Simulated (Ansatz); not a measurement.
Start from `CO[SiH](C)C` and change one atom or group to get `C[SiH](C)[GeH3]`.

Ansatz, PBE0-D4/def2-TZVP geometries, multiplicity 1. Each molecule was computed in one conformer, which needn't be the lowest.

Scalar relativity is left out up to krypton.

| property | `CO[SiH](C)C` |
| --- | --- |
| size of the dipole moment (ωB97M-V/def2-TZVPP) / D | 0.81 |
| LUMO energy (PBE/def2-TZVPP) / eV | 0.38 |
| HOMO energy (PBE/def2-TZVPP) / eV | -6.28 |
| LUMO energy (PBE0/def2-TZVPP) / eV | 1.20 |
| HOMO energy (ωB97M-V/def2-TZVPP) / eV | -10.13 |
| HOMO–LUMO gap (B3LYP/def2-TZVPP) / eV | 8.44 |

Question: What does the change do to each property? (Estimate.)

Answer: Ansatz gave: 
```tsv
property	`C[SiH](C)[GeH3]`	shift
size of the dipole moment (ωB97M-V/def2-TZVPP) / D	1.32	0.51
LUMO energy (PBE/def2-TZVPP) / eV	-0.24	-0.62
HOMO energy (PBE/def2-TZVPP) / eV	-6.58	-0.30
LUMO energy (PBE0/def2-TZVPP) / eV	0.55	-0.65
HOMO energy (ωB97M-V/def2-TZVPP) / eV	-9.72	0.41
HOMO–LUMO gap (B3LYP/def2-TZVPP) / eV	7.80	-0.64
```

With PBE0 the HOMO rises by 0.09 eV and the LUMO falls by 0.65 eV, so the gap narrows by about 0.74 eV. PBE moves the HOMO by -0.30 eV and ωB97M-V by 0.41 eV. Dipoles are sizes alone; their direction can turn.

B3LYP here is the variant with VWN-RPA as its local correlation; programs differ in this.
